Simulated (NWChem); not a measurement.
InH$_{2}$F; SMILES [F][InH2]

Program: NWChem. Geometry: optimised at PBE-D3(BJ)/def2-SVP. def2 effective core potentials on In; no spin-orbit coupling. Ions are spin-unrestricted doublets at the neutral geometry; other ion states weren't tried. Functional: LC-ωPBE (HJS hole) with def2-SVP; rows give the range parameter ω in 1/bohr.

For range parameter (1/bohr) 0.05:

```yaml
vertical ionisation energy, ΔSCF (eV): 10.56
"−ε(HOMO) (eV)": 7.70
```

Question: Estimate the same quantities for range parameter (1/bohr) 0.30.

Answer: The vertical ionisation energy, ΔSCF (eV) comes out as 11.15 and the −ε(HOMO) (eV) is 10.55.
